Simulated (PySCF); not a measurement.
A geometry optimisation on `O=C[CH2][AlH2-][SbH3+]`.

Computed with PBE0-D3(BJ)/def2-SVP geometry optimisation, gas phase, def2 core potentials past Kr (PySCF 2.14.0). Start geometry: GFN2-xTB. The input is one job of a driver script: a line of settings, then coordinates in Å.

Input:
```
{"job": {"xc": "PBE0", "basis": "def2-SVP", "d3": "d3bj", "grid": 1, "maxiter": 30, "shake": 0.01, "kind": "geom"}, "charge": 0, "multiplicity": 1}
O     -0.105830     1.312750    -1.067850
C     -1.230440     1.066830    -0.584030
C     -1.693730    -0.255370    -0.277620
Al    -0.357590    -0.806930     1.268000
Sb     1.842320    -0.044890    -0.124000
H     -1.888000     1.911660    -0.293210
H     -1.317780    -0.997840    -1.003560
H     -2.732090    -0.327780    -0.109460
H     -0.287970     0.109240     2.549130
H     -0.136850    -2.344610     1.364020
H      3.374130    -0.633780     0.323920
H      2.484460     1.472070    -0.351150
H      2.055180    -0.478250    -1.704510
```

Output:
```
step   0  E = -638.40795973  max force = 0.041305
step   1  E = -638.41706337  max force = 0.009995
step   2  E = -638.41639502  max force = 0.015882
step   3  E = -638.41784273  max force = 0.006068
step   4  E = -638.41800711  max force = 0.002003
step   5  E = -638.41815026  max force = 0.001876
step   6  E = -638.41822100  max force = 0.000674
step   7  E = -638.41823771  max force = 0.000386
step   8  E = -638.41824744  max force = 0.000632
step   9  E = -638.41825512  max force = 0.000484
step  10  E = -638.41825985  max force = 0.000357
optimisation converged
```

Energies in Eh; «max force» is the largest Cartesian gradient component in Eh/bohr.

Problem. Give the first gradient maximum in eV/Å.

Solution. With 1 Eh/bohr = 51.422 eV/Å, 2.124 eV/Å.

Problem. At which steps does the energy rise by more than 1e-5 Eh?

Solution. At step 2 (+0.67 mEh).

Main results: final energy -638.41826 Eh after 10 steps; dipole 0.95 D.

Problem. Give the final coordinates.

Solution. 0.115 Å rms from the input after alignment:
```
atom  x, y, z in Å
O1    -0.1940    1.4755   -1.1184
C2    -1.2522    1.1260   -0.6176
C3    -1.5930   -0.2496   -0.2614
Al4   -0.3881   -0.8152    1.2696
Sb5    1.9265   -0.1007   -0.1490
H6    -2.0036    1.9107   -0.3517
H7    -1.3085   -0.9558   -1.0587
H8    -2.6534   -0.3754    0.0016
H9    -0.2844    0.1722    2.5195
H10   -0.2044   -2.3911    1.4368
H11    3.4182   -0.7948    0.3260
H12    2.4844    1.4907   -0.2223
H13    2.0570   -0.5115   -1.7847
```

Problem. Estimate the wall time. Hardware: one thread of an Arm Neoverse V1, no GPU (shared host). And the peak memory of the process?

Solution. About 82 s, with 0.55 GiB resident at the peak, the Python interpreter and its libraries included.
Labels such as C1 count atoms from 1, the log's own numbers from 0.
